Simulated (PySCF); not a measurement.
CH₃O₃Re, charge +1, doublet, geometry from GFN2-xTB of the parent state (such geometries of metal compounds can be far from the true shape) (a state made from the parent by changing its charge; the spin is typed, not shown lowest) (core potentials on Re); TPSS/def2-SV(P) in PySCF.

The PySCF input:
```python
from pyscf import gto, scf, dft

mol = gto.M(
    atom='''
Re    0.06874118   -0.12694771   -0.06206747
O     1.20409994    0.71141375   -0.92250863
O     0.49430691   -0.80148520    1.38573825
O    -1.28320559   -0.67670116   -0.83812129
C    -0.89001532    1.64363512    0.80360865
H    -0.15488768    2.19502798    1.39106321
H    -1.71349648    1.32519993    1.44394246
H    -1.26872215    2.27322082   -0.00246365
''',
    basis='def2-sv(p)',
    ecp={'Re': 'def2-sv(p)'},
    charge=1,
    spin=1,
    verbose=5,
)

mf = dft.UKS(mol)
mf.xc = 'tpss'
mf.kernel()
mf.analyze()
```

Task: What does PySCF print? Leave out banner, timings and long lists.

Result: 
```
PySCF version 2.14.0

[INPUT] verbose = 5
[INPUT] max_memory = 4000
[INPUT] num. atoms = 8
[INPUT] num. electrons = 47
[INPUT] charge = 1
[INPUT] spin (= nelec alpha-beta = 2S) = 1
[INPUT] symmetry False subgroup None
[INPUT] Mole.unit = angstrom
[INPUT] Symbol           X                Y                Z      unit          X                Y                Z       unit  Magmom
[...]
[INPUT] ---------------- BASIS SET ----------------
[INPUT] l, kappa, [nprim/nctr], expnt,             c_1 c_2 ...
[INPUT] Re
[...]
                                12.324075         1.9371421121
[...]
                                6.350206          -0.76096056536
                                1.3311713455      0.53252276765
                                0.62659600547     0.5148304504
[...]
                                1.8487943286      0.18067495215
                                0.78702048429     0.45160766937
                                0.32069843172     0.432612362657
[...]
[INPUT] O
[...]
                                340.87010191      -0.03989003923
                                77.363135167      -0.17853911985
                                21.47964494       -0.46427684959
                                6.6589433124      -0.44309745172
[...]
                                3.863550544       0.23094120765
                                1.0480920883      0.51375311064
[...]
[INPUT] H
[...]
                                1.9622572         0.13796524
                                0.44453796        0.47831935
[...]
[INPUT] C
[...]
                                186.29004992      0.040638409211
                                42.251176346      0.18025593888
                                11.676557932      0.46315121755
                                3.5930506482      0.44087173314
[...]
                                2.0103545142      0.21117025112
                                0.54771004707     0.51328172114
[...]
nuclear repulsion = 229.098609107768
number of shells = 41
number of NR pGTOs = 158
number of NR cGTOs = 87
basis = def2-sv(p)
ecp = {'Re': 'def2-sv(p)'}

******** <class 'pyscf.dft.uks.UKS'> ********
method = UKS
initial guess = minao
damping factor = 0
level_shift factor = 0
DIIS = <class 'pyscf.scf.diis.CDIIS'>
diis_start_cycle = 1
diis_space = 8
diis_damp = 0
SCF conv_tol = 1e-09
SCF conv_tol_grad = None
SCF max_cycles = 50
direct_scf = True
direct_scf_tol = 1e-13
number electrons alpha = 24  beta = 23
[...]
converged SCF energy = -343.331221249992  <S^2> = 0.76027796  2S+1 = 2.0102517
Total Energy =                        -343.331221249992154
[...]
spin_pop of  0 Re 6dz^2    -0.00160
spin_pop of  0 Re 6dxz     -0.00151
spin_pop of  0 Re 6dx2-y2   -0.00160
spin_pop of  1 O 1s       -0.00000
spin_pop of  1 O 2s        0.00238
spin_pop of  1 O 3s       -0.00011
spin_pop of  1 O 2px       0.16036
spin_pop of  1 O 2py       0.01512
spin_pop of  1 O 2pz       0.19470
spin_pop of  1 O 3px      -0.00090
spin_pop of  1 O 3py      -0.00066
spin_pop of  1 O 3pz      -0.00141
spin_pop of  1 O 3dxy      0.00002
spin_pop of  1 O 3dyz      0.00004
spin_pop of  1 O 3dz^2     0.00016
spin_pop of  1 O 3dxz     -0.00000
spin_pop of  1 O 3dx2-y2    0.00006
spin_pop of  2 O 1s        0.00002
spin_pop of  2 O 2s        0.00884
spin_pop of  2 O 3s       -0.00011
spin_pop of  2 O 2px      -0.00340
spin_pop of  2 O 2py       0.20581
spin_pop of  2 O 2pz       0.09728
spin_pop of  2 O 3px      -0.00095
spin_pop of  2 O 3py      -0.00095
spin_pop of  2 O 3pz       0.00008
spin_pop of  2 O 3dxy     -0.00003
spin_pop of  2 O 3dyz      0.00016
spin_pop of  2 O 3dz^2    -0.00003
spin_pop of  2 O 3dxz     -0.00003
spin_pop of  2 O 3dx2-y2    0.00001
spin_pop of  3 O 1s        0.00002
spin_pop of  3 O 2s        0.00786
spin_pop of  3 O 3s       -0.00011
spin_pop of  3 O 2px       0.10942
spin_pop of  3 O 2py       0.20195
spin_pop of  3 O 2pz      -0.00406
spin_pop of  3 O 3px      -0.00002
spin_pop of  3 O 3py      -0.00110
spin_pop of  3 O 3pz      -0.00080
spin_pop of  3 O 3dxy      0.00014
spin_pop of  3 O 3dyz     -0.00001
spin_pop of  3 O 3dz^2     0.00004
spin_pop of  3 O 3dxz     -0.00001
spin_pop of  3 O 3dx2-y2   -0.00005
spin_pop of  4 C 1s       -0.00000
spin_pop of  4 C 2s       -0.00025
spin_pop of  4 C 3s       -0.00010
spin_pop of  4 C 2px       0.00213
spin_pop of  4 C 2py      -0.00319
spin_pop of  4 C 2pz       0.00534
spin_pop of  4 C 3px      -0.00048
spin_pop of  4 C 3py      -0.00044
spin_pop of  4 C 3pz      -0.00044
spin_pop of  4 C 3dxy     -0.00000
spin_pop of  4 C 3dyz      0.00001
spin_pop of  4 C 3dz^2    -0.00002
spin_pop of  4 C 3dxz     -0.00001
spin_pop of  4 C 3dx2-y2   -0.00005
spin_pop of  5 H 1s        0.00326
spin_pop of  5 H 2s       -0.00008
spin_pop of  6 H 1s       -0.00067
spin_pop of  6 H 2s       -0.00019
spin_pop of  7 H 1s        0.00389
spin_pop of  7 H 2s       -0.00006
In total            24.00000 | 23.00000

WARN: System has nonzero charge 1; the dipole moment is origin-dependent.
Location of origin: [0. 0. 0.]

Dipole moment(X, Y, Z, Debye): -0.96019,  1.64294,  0.88265
```
